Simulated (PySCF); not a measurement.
# What a mistake does to a calculation on H2NO2Si anion

Calculated results; nothing here was measured. They come from PySCF 2.14.0, an open-source quantum chemistry program, on an isolated molecule that a program drew, which may never have been made. The molecule is H2NO2Si anion (charge -1, singlet), drawn as the SMILES string `N=[Si]([O-])O`.

Each row is a Hartree-Fock (HF) and frozen-core CCSD(T) single point in the aug-cc-pV(D+d)Z basis, meant for a local HF minimum. Run 1 is clean. Each other run has one planted mistake out of seven kinds, and not every kind appears here: one electron removed, one electron added, multiplicity raised by two, geometry at a saddle point, minimal basis STO-3G, one bond length entered in bohr, all coordinates scaled. The reference is restricted for singlets and unrestricted otherwise, and also for a bond in bohr. Adding or removing an electron swaps singlet and doublet. Electrons count all cores. HOMO and LUMO are orbital energies over both spins, the gradient is its largest component, and the lowest frequency (negative if imaginary) is given only where the gradient is small. Bond lengths are over the 5 bonds as drawn. T1 is the CCSD diagnostic: over 0.02 (restricted) or 0.045 (unrestricted) a single reference is doubtful.

Geometry of the clean run:
```xyz
6
H2NO2Si anion, angstrom
N    -0.0422   -0.4638    2.5106
Si    1.4068   -0.3437    3.2266
O     2.7560   -1.0600    3.1555
O     1.3460    0.9130    4.3206
H    -0.1303   -1.1919    1.8249
H     0.4833    1.2946    4.2980
```

| run | electrons | basis functions | <S^2> | HOMO (eV) | LUMO (eV) | gradient (hartree/bohr) | lowest frequency (cm^-1) | mean bond (Å) | longest bond (Å) | T1 | HF (hartree) | CCSD(T) (hartree) | mistake |
|---|---|---|---|---|---|---|---|---|---|---|---|---|---|
| 1 | 40 | 119 | 0.000 | -4.61 | 4.18 | 4.9e-06 | 351 | 1.3530 | 1.667 | 0.0181 | -494.41097 | -495.13475 | no fault |
| 2 | 39 | 119 | 0.763 | -11.76 | -1.05 | 1.2e-01 | - | 1.3530 | 1.667 | 0.0281 | -494.32237 | -494.99841 | one electron removed |
| 3 | 40 | 119 | 2.007 | 0.37 | 3.29 | 1.1e-01 | - | 1.3530 | 1.667 | 0.0433 | -494.30648 | -494.99719 | multiplicity raised by two |
| 4 | 40 | 119 | 0.905 | -3.77 | 3.75 | 1.6e-02 | - | 1.6497 | 3.151 | 0.0946 | -494.26130 | -494.98402 | ? |

**Which mistake was planted in run 4, and what did it cost?**

The mean bond changes by a factor of 1.219 and the longest by 1.890, so the molecule wasn't scaled as a whole. A length L in bohr read as angstrom grows by (1/0.5292 - 1) L = 0.890 L. The 5 bonds together grew by 5 x 0.2967 = 1.483 Å, which gives L = 1.667 Å. That is bond Si2-O4, 1.667 Å in the clean geometry. So the mistake is: one bond length entered in bohr. Subtracting run 1 and multiplying by 627.51 kcal/mol a hartree, the energy moved by 93.9 kcal/mol in HF and 94.6 kcal/mol in CCSD(T).

Cautions from the logs. Run 3: the HOMO is above zero, so the electron isn't bound and the energy depends on the basis; run 4: T1 is over the limit, so its CCSD(T) energy is less reliable.
